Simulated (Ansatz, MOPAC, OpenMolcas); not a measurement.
How methods differ on BNH3OF (SMILES NB(O)F)

BNH3OF: 7 atoms, total charge 0, spin state singlet. As SMILES, `NB(O)F`. Geometry: relaxed at PBE0-D4/def2-TZVP. This is one conformer, not always the lowest.

| atom | x (Å) | y (Å) | z (Å) |
| --- | --- | --- | --- |
| N | -0.5318 | 0.7534 | -0.0321 |
| B | 0.0393 | -0.5057 | -0.2888 |
| O | 1.1063 | -1.0443 | 0.3670 |
| F | -0.4948 | -1.2582 | -1.2563 |
| H | -1.3204 | 1.0817 | -0.5597 |
| H | -0.2101 | 1.3943 | 0.6685 |
| H | 1.4727 | -0.4892 | 1.0557 |

Each level gives the HOMO–LUMO gap (eV). The values are calculated.

| level | kind | program | value (eV) | CPU time |
| --- | --- | --- | --- | --- |
| MNDO | semi-empirical | MOPAC | 13.25 | under 2 s |
| HF/6-311+G** | Hartree–Fock | Ansatz | 13.04 | 3.7 s |
| SVWN5/6-311+G** | LDA | Ansatz | 5.85 | 5.2 s |
| BLYP/6-311+G** | GGA | Ansatz | 5.53 | 6.8 s |
| PBE/6-311+G** | GGA | OpenMolcas | 5.69 | 40 s |
| M06-L/6-311+G** | meta-GGA | OpenMolcas | 6.38 | 52 s |
| TPSS/6-311+G** | meta-GGA | OpenMolcas | 5.92 | 55 s |
| r2SCAN0/6-311+G** | hybrid meta-GGA | Ansatz | 8.55 | 10 s |
| wB97X/6-311+G** | range-separated hybrid | Ansatz | 11.97 | 21 s |
| PBE-QIDH/6-311+G** | double hybrid | Ansatz | 11.23 | 10 s |

The values span 5.53 to 13.25 eV. Orbital gaps aren't excitation energies, and those of double hybrids come from the SCF part alone; they tend to grow with the share of exact exchange. CPU times are rough (shared hosts, several kinds of processor and program).
